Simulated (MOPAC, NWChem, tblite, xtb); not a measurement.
**A ladder of methods for CH5CuO (SMILES [CH3][Cu-][OH2+])**

The species is CH5CuO (8 atoms), meant as a singlet with charge 0. SMILES: `[CH3][Cu-][OH2+]`. Geometry: a GFN2-xTB relaxation, a rough one for these elements and not checked as a minimum. This is one conformer, not always the lowest.

```xyz
8

C    -0.7315    1.3099   -0.4727
Cu    0.2828   -0.2565    0.0107
O     1.2945   -1.8145    0.4850
H    -1.2996    1.7447    0.3530
H    -1.4663    1.1294   -1.2601
H    -0.1071    2.1232   -0.8477
H     1.3647   -1.7130    1.4481
H     0.6624   -2.5232    0.2837
```

Each level gives the dipole moment (D). The values are calculated.

```tsv
level	kind	program	value (D)	CPU time
PM6	semi-empirical	MOPAC	3.88	under 2 s
PM7	semi-empirical	MOPAC	5.94	under 2 s
GFN2-xTB	semi-empirical	xtb	6.86	under 2 s
GFN1-xTB	semi-empirical	tblite	6.40	under 2 s
HF/def2-SVP	Hartree–Fock	NWChem	6.38	27 s
HF/def2-TZVP	Hartree–Fock	NWChem	6.27	88 s
B3LYP/6-31G* (spherical functions)	global hybrid	NWChem	4.81	37 s
B3LYP/6-31G* (Cartesian functions)	global hybrid	NWChem	4.82	37 s
PBE0/def2-SVP	global hybrid	NWChem	5.48	1.7 min
```

The values span 3.88 to 6.86 D. Magnitudes only. CPU times are rough (shared hosts, several kinds of processor): they show what a rung costs within a factor of a few.
